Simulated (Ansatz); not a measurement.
Basis sets compared for Cd12H32Se12. Total charge 0; singlet. Geometry PBE-D4/def2-SVP. Ansatz on 11 threads of AMD EPYC 7R13 on a shared host and a whole NVIDIA H100 80GB HBM3; times are rough, and most runs start from earlier orbitals.

```xyz
56

Cd    2.691   -2.869   -1.677
Cd    1.028   -0.204   -5.794
Cd   -3.790    0.549   -3.846
Cd    2.528   -4.179    2.740
Cd   -3.558   -3.141    2.073
Cd   -2.016   -1.726   -1.880
Cd    1.106    0.017   -0.008
Cd   -1.759    2.625   -1.708
Cd   -2.003    1.043    2.345
Cd    2.707    0.398    3.287
Cd   -3.788    3.757    1.055
Cd    1.072    5.234    2.477
Se    0.503   -1.792   -3.011
Se    1.270   -4.070    0.355
Se    3.452   -0.772    0.497
Se   -2.626   -3.825   -0.423
Se   -1.181    1.657   -4.082
Se   -4.404    2.041   -1.321
Se   -1.170   -4.814    3.167
Se    1.284   -1.941    3.590
Se   -2.612   -1.128    3.692
Se   -1.327    0.343   -0.218
Se   -1.179    4.417    0.125
Se    0.520    2.056    2.835
H     4.153   -3.330   -2.407
H     4.490   -0.165   -3.023
H     2.419    0.597   -5.247
H    -0.259   -1.013   -6.540
H    -4.993    0.888   -5.002
H    -3.261   -1.061   -3.018
H     3.605   -5.270    3.454
H    -5.081   -3.800    2.512
H     2.168    1.034   -2.395
H     2.173    2.601   -0.029
H     4.171    0.890    3.993
H     4.508    2.684    1.308
H    -4.986    4.957    1.205
H    -3.247    2.354    2.189
H    -0.192    5.614    3.537
H     2.445    5.033    1.503
H     0.322   -3.120   -3.652
H     3.991    0.028   -3.578
H     1.701   -5.422   -0.084
H     4.076    0.355   -0.248
H    -1.185   -3.989   -0.047
H    -1.595    2.844   -4.873
H     1.459    1.302   -2.539
H    -4.954    3.195   -2.077
H    -1.726   -6.134    2.762
H    -1.731   -4.971    4.536
H     1.721   -2.074    5.004
H    -1.171   -1.542    3.685
H     1.460    2.831   -0.216
H    -1.597    5.613   -0.651
H     4.012    3.272    1.355
H     0.354    2.126    4.310
```

In the def2 sets Cd takes a core potential; there is no spin–orbit coupling. Single mean-field runs in def2-SVP, def2-TZVP are fitted with def2-universal-jkfit. In the singlet geometry the species has come apart into loosely held pieces. In the singlet, H26 and H42 lie 0.77 Å apart, H36 and H55 lie 0.77 Å apart, H33 and H47 lie 0.77 Å apart (atoms count from 1), so H2 has formed as a molecule.

Binding counts from free atoms (Cd singlet, Se triplet, H doublet) in the same basis, without a counterpoise term.

| level | functions | energy (Eh) | HOMO (eV) | LUMO (eV) | binding per atom (eV) | wall time |
| --- | --- | --- | --- | --- | --- | --- |
| PBE-D4/def2-SVP | 916 | -30843.1329 | -6.01 | -3.40 | 2.07 | 11 s |
| PBE0-D4/def2-SVP | 916 | -30843.9977 | -7.06 | -2.72 | 2.06 | 16 s |

Question: Estimate the rows for PBE-D4/def2-TZVP, PBE0-D4/def2-TZVP.

Answer: 
| level | functions | energy (Eh) | HOMO (eV) | LUMO (eV) | binding per atom (eV) | wall time |
| --- | --- | --- | --- | --- | --- | --- |
| PBE-D4/def2-TZVP | 1248 | -30847.1727 | -6.02 | -3.42 | 2.05 | 20 s |
| PBE0-D4/def2-TZVP | 1248 | -30848.0116 | -7.05 | -2.71 | 2.05 | 27 s |
